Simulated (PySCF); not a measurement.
H₆InP₃. Atoms are numbered in the order given.

```xyz
10

In     0.0106    -0.0017     0.0000
P      0.1103     2.5467     0.0000
H     -0.8609     2.6555     1.0451
H     -0.8609     2.6555    -1.0451
P     -0.1273    -1.2704     2.2069
H      0.8373    -0.4212     2.8356
H      0.8460    -2.2371     1.8012
P     -0.1273    -1.2704    -2.2069
H      0.8460    -2.2371    -1.8012
H      0.8373    -0.4212    -2.8356
```
Charge 0, spin multiplicity 1.

Coordinates come from a B3LYP-D3(BJ)/def2-SVP optimisation. The def2 effective core potentials stand for the cores of In; spin–orbit coupling is left out. The values are those of a single conformer.

Level of theory: PySCF with PBE/def2-TZVP.

Symmetry labels are those of the subgroup Cs that the program uses (full group Cs).

Computed valence orbital energies around the gap with their symmetry:
| orbital | symmetry | energy (eV) |
|---|---|---|
| HOMO−7 | A' | -9.55 |
| HOMO−6 | A" | -9.54 |
| HOMO−5 | A" | -9.37 |
| HOMO−4 | A' | -7.78 |
| HOMO−3 | A" | -7.54 |
| HOMO−2 | A' | -6.99 |
| HOMO−1 | A' | -5.96 |
| HOMO | A" | -5.92 |
| LUMO | A' | -2.34 |
| LUMO+1 | A' | -1.99 |
| LUMO+2 | A' | -0.82 |
| LUMO+3 | A" | -0.65 |
